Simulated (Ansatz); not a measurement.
Geometry optimisation, RKS B3LYP/def2-SVP in Ansatz 0.2.0.

Input file:

```yaml
crystal:
  periodic: [false, false, false]
  atoms:
    - { symbol: Zr, position_ang: [0.442246, -0.269271, -0.589317] }
    - { symbol: O, position_ang: [-0.688567, -0.628359, 2.44212] }
    - { symbol: H, position_ang: [-1.137159, -1.480238, 2.544174] }
    - { symbol: Cl, position_ang: [1.923825, -0.261008, -2.404903] }
    - { symbol: F, position_ang: [0.507353, 1.436928, 0.240455] }
    - { symbol: Cl, position_ang: [-1.626901, -1.229318, -1.191576] }
    - { symbol: Si, position_ang: [1.648955, -1.99163, 1.013977] }
    - { symbol: H, position_ang: [0.719543, -3.062692, 1.514131] }
    - { symbol: H, position_ang: [2.843991, -2.708359, 0.453404] }
    - { symbol: H, position_ang: [2.123349, -1.273564, 2.256311] }
    - { symbol: H, position_ang: [0.181366, -0.781189, 2.879224] }
basis:
  gaussian: { orbitals: def2-SVP }
hamiltonian:
  xc: b3lyp
relax:
  f_tol: 0.03
  max_steps: 50
```

Command:

```bash
$ ansatz run input.yaml --threads 4 --pin off --max-ram 5120MiB --backend cpu --events-out ev --progress --plain --runs-dir out
```

**Question.** Where does it end, and by what steps?

**Answer.** It converged. After 10 steps the energy has fallen by 0.586 eV; H11 moved furthest, 0.81 Å. Joined: Zr1–O2 (3.26 → 2.36 Å).

```
step  energy less start (eV)  largest force component (eV/Å)  accepted
   0                  0.0000                           0.780       yes
   1                 -0.0654                           1.434       yes
   2                 -0.3239                           1.246       yes
   3                 -0.4923                           0.923       yes
   4                 -0.5484                           0.797       yes
   5                 -0.5528                           0.250       yes
   6                 -0.5805                           0.175       yes
   7                 -0.5835                           0.266       yes
   8                 -0.5854                           0.103       yes
   9                 -0.5859                           0.031       yes
  10                 -0.5860                           0.008       yes
```

```xyz
11
Properties=species:S:1:pos:R:3
Zr 0.323 -0.315 -0.227
O -0.738 -0.492 1.873
H -1.278 -1.261 2.106
Cl 1.607 -0.240 -2.198
F 0.648 1.399 0.554
Cl -1.748 -1.287 -0.909
Si 1.895 -2.189 1.071
H 1.041 -3.332 1.548
H 3.048 -2.784 0.330
H 2.451 -1.575 2.328
H -0.311 -0.172 2.683
```

Whether the end is a true minimum wasn't checked by a vibrational analysis.

The run took 44 s on 4 threads of Arm Neoverse V1, with other jobs on the host, peak memory 0.4 GiB.
